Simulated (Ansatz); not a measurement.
Basis-set extrapolation for `CB(S)C[SiH3]` (PBE0-D4/def2-TZVP geometry, frozen core, the Gaussian-basis code of Ansatz). Multiplicity 1, RHF reference.

|  | def2-TZVPP | def2-QZVPP |
| --- | --- | --- |
| HF | -792.235658 | -792.260648 |
| MP2 correlation | -0.762614 | -0.815588 |
| CCSD(T) correlation | -0.866354 | not run |

Energies in hartree. Use E(X) = E(∞) + A·exp(−7.88·√X) for Hartree–Fock and E(X) = E(∞) + B·X^(−2.97) for correlation, with X = 3 and 4, and add CCSD(T) minus MP2 of the smaller set to the MP2 limit.

Problem. What is the CCSD(T) energy at the basis-set limit?

Solution. HF limit: -792.260648 + (-0.024990) × 0.13774 = -792.26409. MP2 limit: -0.815588 + (-0.052974) × 0.74074 = -0.85483. Higher-order term: -0.866354 − (-0.762614) = -0.10374. Total: -793.22266 hartree, 3.28 eV below CCSD(T)/def2-TZVPP.
